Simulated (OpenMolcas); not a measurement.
**Potential curves of TeC: spin-free states**

Computed with OpenMolcas 26.06: state-averaged CASSCF(8,7) over Te 5p, C 2s 2p, XMS-CASPT2 (IPEA 0.25, imaginary shift 0.2 hartree), scalar X2C, ANO-RCC-VTZP, then RASSI spin–orbit state interaction with atomic mean-field integrals. C2 symmetry about the axis (a holds Σ, Δ, Γ; b holds Π, Φ, H; Σ⁺ and Σ⁻ are not told apart); roots by multiplicity and irrep: 1a 5, 3b 4, 3a 4, 1b 2, 5b 2.

XMS-CASPT2 energies in eV from the lowest point. Curves are followed by energy order within each symmetry, so they are adiabatic and may change character at avoided crossings; Σ⁺ and Σ⁻ are counted together.

```tsv
R (Å)	(1)1Σ	(2)1Σ	(2)3Σ	(1)1Δ	(1)1Π	(1)5Π	(3)1Σ
1.631	1.727	7.153	7.076	7.345	5.465	7.576	8.869
1.726	0.613	5.511	5.454	5.699	4.394	5.984	7.660
1.812	0.139	4.570	4.533	4.749	3.920	5.084	6.679
1.897	0.000	3.983	3.963	4.144	3.730	4.544	5.977
1.992	0.105	3.620	3.616	3.759	3.744	4.229	5.458
2.087	0.382	3.458	3.477	3.574	3.883	4.117	5.148
2.220	0.921	3.451	3.494	3.534	4.179	4.155	4.943
2.390	1.704	3.643	3.716	3.690	4.578	4.355	4.909
2.656	2.860	4.085	4.215	4.102	4.993	4.691	5.027
3.035	4.067	4.665	4.826	4.658	5.123	4.973	5.121
3.604	4.841	5.089	5.201	5.080	5.125	5.102	5.156
4.363	5.023	5.235	5.293	5.239	5.135	5.148	5.235
```

Task: With masses 129.906 and 12.000 u, fit the curves (1)1Σ, (2)1Σ, (2)3Σ, (1)1Δ near their minima.

Result: At XMS-CASPT2, Te from the lowest curve (the fit fixes ωe to a per cent or two; the method's Re and ωe can be off by some per cent):

```json
{"curve": "(1)1Σ", "Te (cm⁻¹)": "0", "Re (Å)": "1.901", "ωe (cm⁻¹)": "859.2"}
{"curve": "(2)1Σ", "Te (cm⁻¹)": "27670", "Re (Å)": "2.155", "ωe (cm⁻¹)": "522.5"}
{"curve": "(2)3Σ", "Te (cm⁻¹)": "27910", "Re (Å)": "2.137", "ωe (cm⁻¹)": "538.7"}
{"curve": "(1)1Δ", "Te (cm⁻¹)": "28440", "Re (Å)": "2.179", "ωe (cm⁻¹)": "498.0"}
```

Left out for impure symmetry, kinks or missing points, though low: (1)3Π, (1)3Σ, (1)3Δ, (2)3Π. Only roots inside an energy window near the equilibrium distance were included, so the list of states is not complete; labels number the states computed. Each spin and symmetry block has orbitals of its own, averaged over its own roots, so gaps between blocks are less sure than gaps within one and near the minimum can be off by tenths of an eV, in bad cases by more. No Rydberg orbitals are active, so Rydberg states, and σ→σ* states whose orbital the CASSCF left unused, can be missing between those listed. CASPT2 splits the two components of degenerate states numerically, here by up to 107 cm⁻¹. At stretched bonds a block can hold a wrong CASSCF solution and miss its lowest state; points past a visible jump are left out. No roots were computed in block 5a (none fell in the window or the block failed), so states of that kind are missing and can lie low or lowest. Points that failed a check (symmetry, reference weights, a jump) are left out.
